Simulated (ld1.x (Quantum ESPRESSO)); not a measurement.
**PBE PAW dataset for barium (Ba), scalar-relativistic all-electron reference.**

ld1.x (Quantum ESPRESSO) 7.5 input, shortened:

```
&input
   title='Ba', zed=56., rel=1, dft='PBE', iswitch=3,
   config='[Xe] 5d0.5 6s1.5 6p0'
 /
 &inputp
   pseudotype=3, lpaw=.true., tm=.true., lloc=-1, rcloc=1.90,
   nlcc=.true., new_core_ps=.true., rcore=2.25,
   which_augfun='GAUSS', rmatch_augfun=1.90
 /
6
5S  1  0   2.00   0.00  2.10  2.20  0.0
6S  2  0   1.50   0.00  2.10  2.20  0.0
5P  2  1   6.00   0.00  3.10  3.95  0.0
6P  3  1   0.00   0.00  3.10  3.95  0.0
5D  3  2   0.50   0.00  3.15  3.55  0.0
5D  3  2   0.00   0.45  3.15  3.55  0.0
 &test
   configts(1)='5s2 5p6 5d0.5 6s1.5 6p0'
 /
```

Poles of the logarithmic derivatives, all-electron (AE) and pseudo (PS). s: poles at 0.7, 4.2 (AE) and 0.7, 2.5, 4.5 (PS) Ry. p: poles at -1.3, 1.3 (AE) and -1.3, -0.7, 0.8 (PS) Ry. d: poles at 0.1, 2.6 (AE) and 0.1, 1.3, 2.7 (PS) Ry. Test radius 4.29 bohr.

- Configuration tests: test run stopped at test 4 of 7 (negative rho)
- Lowest eigenvalue of the overlap operator: -0.76 (p channel); it is negative, so in a basis up to 400 Ry S is not positive definite and the file is unfit for use

The ghost test of this file was not conclusive. Its overlap operator is not positive definite in a basis up to 400 Ry (lowest eigenvalue p -0.76), so the file is unfit for use: the generalised eigenproblem breaks down once the basis is large enough, and its test numbers describe a broken file.
